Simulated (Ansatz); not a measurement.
This geometry of a periodic cell of 33 atoms, Al$_{32}$O (host Al, host structure fcc, interstitial O) is a first-order saddle point.

Level of theory: Ansatz, DFT PBE-D3(BJ), scalar-relativistic, plane waves, PAW. Settings: PAW set soft_1, cutoff 420 eV, k mesh 3x3x3, fermi-dirac smearing 0.1 eV, no spin polarisation.

```xyz
33
Lattice="8.1000 0.0000 0.0000 0.0000 8.1000 0.0000 0.0000 0.0000 8.1000" Properties=species:S:1:pos:R:3
Al 4.088 0.015 0.009
Al 6.055 2.055 -0.168
Al 6.097 0.146 2.017
Al 0.005 0.060 0.008
Al 2.083 2.055 -0.067
Al 4.088 4.095 0.009
Al 6.104 6.105 0.040
Al 2.053 -0.058 2.039
Al 3.909 2.055 1.975
Al 6.097 3.964 2.017
Al 4.086 0.060 4.027
Al 6.072 2.055 4.361
Al 6.118 -0.057 6.075
Al 0.005 4.050 0.008
Al 2.043 6.105 0.004
Al 0.340 2.055 1.993
Al 2.054 4.168 2.039
Al 4.118 6.105 2.025
Al 0.110 -0.103 4.131
Al 2.046 2.055 4.103
Al 4.086 4.050 4.027
Al 6.101 6.105 4.020
Al 2.088 0.004 6.109
Al 4.013 2.055 6.105
Al 6.118 4.167 6.075
Al -0.001 6.105 2.022
Al 0.110 4.213 4.131
Al 2.131 6.105 4.070
Al 0.081 2.055 6.069
Al 2.088 4.106 6.109
Al 4.083 6.105 6.065
Al 0.048 6.105 6.153
O -1.365 2.055 2.656
```

Question: Which two structures does it join? (They come from a converged band through this point; their orientation in space is the band's.)

Answer: The atom that moves furthest is O33, by 2.03 Å; four of its nearest neighbours are Al16 1.90, Al27 1.90, Al10 1.90, Al12 1.90 Å at the first end and Al12 1.90, Al19 1.90, Al16 1.90, Al3 1.90 Å at the last.

First end point:

```xyz
33
Lattice="8.1000 0.0000 0.0000 0.0000 8.1000 0.0000 0.0000 0.0000 8.1000" Properties=species:S:1:pos:R:3
Al 4.069 0.021 -0.039
Al 6.098 2.049 -0.052
Al 6.097 0.009 1.990
Al 0.026 0.006 -0.053
Al 2.077 2.056 -0.054
Al 4.053 4.078 -0.054
Al 6.103 6.128 -0.053
Al 2.076 0.006 1.997
Al 4.057 2.048 1.989
Al 6.019 4.162 1.913
Al 4.054 0.006 4.019
Al 6.021 1.972 4.103
Al 6.104 0.006 6.069
Al 0.035 4.087 -0.051
Al 2.062 6.115 -0.039
Al 0.111 1.974 1.913
Al 2.075 4.087 1.989
Al 4.054 6.130 1.997
Al 0.034 0.010 4.026
Al 2.075 2.050 4.025
Al 4.058 4.086 4.027
Al 6.097 6.127 4.027
Al 2.062 0.022 6.054
Al 4.055 2.056 6.068
Al 6.097 4.086 6.066
Al 0.034 6.126 1.990
Al 0.111 4.163 4.106
Al 2.077 6.129 4.020
Al 0.034 2.049 6.066
Al 2.077 4.079 6.069
Al 4.069 6.115 6.054
Al 0.026 6.130 6.070
O -0.984 3.069 3.008
```

Last end point:

```xyz
33
Lattice="8.1000 0.0000 0.0000 0.0000 8.1000 0.0000 0.0000 0.0000 8.1000" Properties=species:S:1:pos:R:3
Al 4.056 0.031 0.006
Al 6.099 2.061 0.009
Al 6.023 -0.053 1.972
Al 0.037 0.024 0.010
Al 2.080 2.053 0.006
Al 4.071 4.089 0.022
Al 6.107 6.081 0.007
Al 2.077 0.024 2.050
Al 4.059 2.061 2.049
Al 6.100 4.102 2.050
Al 4.059 0.024 4.086
Al 6.022 2.138 4.163
Al 6.100 0.024 6.127
Al 0.029 4.104 0.006
Al 2.065 6.096 0.022
Al 0.113 2.138 1.972
Al 2.079 4.103 2.057
Al 4.057 6.081 2.057
Al 0.114 -0.054 4.163
Al 2.077 2.061 4.086
Al 4.056 4.104 4.080
Al 6.099 6.084 4.086
Al 2.079 0.031 6.129
Al 4.056 2.053 6.130
Al 6.106 4.103 6.129
Al 0.036 6.083 2.049
Al 0.036 4.101 4.086
Al 2.080 6.081 4.080
Al 0.036 2.061 6.127
Al 2.064 4.088 6.115
Al 4.072 6.096 6.115
Al 0.029 6.081 6.130
O -0.982 1.043 3.069
```

Question: How far does it lie above each of them?

Answer: 0.99 eV above the first and 0.99 eV above the second. This is the barrier of this one path; another mechanism may lie lower. Limits of this set-up: coarse k mesh, a small cell, in which the defect meets its images, a typed lattice constant that wasn't relaxed here.

Run time: 28 min on 4 threads of Arm Neoverse V1, on a shared host, peak memory 4.6 GiB.
